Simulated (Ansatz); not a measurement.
**SbClF (SMILES [F][Sb][Cl]): the energy, rung by rung**

SbClF has 3 atoms, charge 0, and is taken as a doublet. As SMILES, `[F][Sb][Cl]`. Geometry: relaxed at PBE0-D4/def2-TZVP.

| atom | x (Å) | y (Å) | z (Å) |
| --- | --- | --- | --- |
| F | -0.8787 | 1.2318 | -0.3476 |
| Sb | -0.6009 | -0.6583 | -0.3672 |
| Cl | 1.4687 | -0.6382 | 0.7015 |

Quantity: the energy change with the F1–Sb2 bond stretched from 1.911 to 2.388 Å, in eV. The values are calculated.

```
           level                    kind  program  value (eV)  CPU time (all runs)
   USVWN5/STO-3G                     LDA   Ansatz        1.47                6.6 s
     UPBE/STO-3G                     GGA   Ansatz        1.25                 12 s
 U-r2SCAN/STO-3G                meta-GGA   Ansatz        1.42                 35 s
U-r2SCAN0/STO-3G         hybrid meta-GGA   Ansatz        1.57                 28 s
   UB3LYP/STO-3G           global hybrid   Ansatz        1.47                8.5 s
   UHSE06/STO-3G  range-separated hybrid   Ansatz        1.50                9.8 s
  UB2PLYP/STO-3G           double hybrid   Ansatz        1.66                 18 s
     UMP2/STO-3G     perturbation theory   Ansatz        1.43                5.1 s
 UBCCD(T)/STO-3G   coupled cluster or CI   Ansatz        0.96                6.6 s
   UCCSDT/STO-3G   coupled cluster or CI   Ansatz        0.95                7.9 s
```

All-electron rows without a relativistic Hamiltonian named are non-relativistic. The first shape isn't each level's own minimum. The values span 0.95 to 1.66 eV. Spin contamination of the reference (⟨S²⟩ at least 0.1 too high) touches U-r2SCAN0/STO-3G, UB2PLYP/STO-3G, UMP2/STO-3G, UBCCD(T)/STO-3G, UCCSDT/STO-3G. The coupled-cluster rows rest on a doubtful reference here (large T1 or Brueckner and Hartree–Fock orbitals at odds), and rows may lie in different states. All rows use very small basis sets, so none should be taken for the real molecule's value. In the correlated wave-function rows the outer d shell of Sb is correlated, in sets not made for it. In so small a basis fixed costs decide the times, and correlated methods can beat functionals. CPU times are rough (shared hosts, several kinds of processor and program).
